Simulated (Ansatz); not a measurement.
Program: Ansatz. Geometries: PBE0-D4/def2-TZVP. ΔE: electronic, gas phase. CCSD(T)/CBS is the MP2 limit (def2-TZVPP, def2-QZVPP) plus CCSD(T) − MP2 in def2-TZVPP, frozen cores. This one scheme is used for every species. For Ge outer-core shells are correlated without core-valence functions, which leaves a few kJ/mol of doubt a bond. Scalar relativity is left out up to krypton. Each species was taken in one conformer, which may not be the lowest.

Consider the formal hydrolysis of a Ge–C bond: `O=[CH][GeH2][SiH3]` + H₂O → `[OH][GeH2][SiH3]` + `C=O`.

`O=[CH][GeH2][SiH3]`:

Cartesian coordinates in Å:
```
O -1.488 1.828 1.460
C -0.740 1.733 0.529
Ge -0.667 0.109 -0.652
Si 1.054 -1.335 0.139
H -0.027 2.560 0.298
H -0.349 0.579 -2.085
H -2.043 -0.570 -0.613
H 0.729 -1.789 1.516
H 1.185 -2.517 -0.753
H 2.345 -0.598 0.160
```

H₂O:

Z-matrix (Å, degrees):
```
O
H 1 0.960
H 1 0.960 2 105.1
```

`[OH][GeH2][SiH3]`:

Cartesian coordinates in Å:
```
O -0.203 -1.880 0.987
Ge -0.663 -0.731 -0.307
Si 0.476 1.346 0.005
H 0.725 -2.123 0.948
H -0.327 -1.354 -1.682
H -2.186 -0.607 -0.156
H 0.140 2.287 -1.097
H 1.945 1.107 -0.002
H 0.093 1.956 1.304
```

`C=O`:

Z-matrix (Å, degrees):
```
C
O 1 1.195
H 1 1.109 2 122.0
H 1 1.109 2 122.0 3 -180.0
```

```tsv
species	CCSD/def2-TZVPP energy (Eh)
`O=[CH][GeH2][SiH3]`	-2481.36331
H₂O	-76.32939
`[OH][GeH2][SiH3]`	-2443.38638
`C=O`	-114.32123
```

Problem. Work out ΔE.

Solution. ΔE = (-2443.38638) + (-114.32123) − (-2481.36331) − (-76.32939) = -0.01491 Eh = -0.41 eV. CCSD(T)/CBS gives -0.33 eV.

Largest T1 diagnostic among the species: 0.015.

The D4 term adds +0.03 eV with B3LYP and +0.02 eV with PBE0; it sums over pairs of atoms, weighted by their polarisabilities, and B3LYP, whose exchange is more repulsive, gets the larger term. From PBE to PBE0 (25 % exact exchange), in def2-TZVPP and without D4, ΔE moves by −0.05 eV.

B3LYP here is the variant with VWN-RPA as its local correlation; programs differ in this.
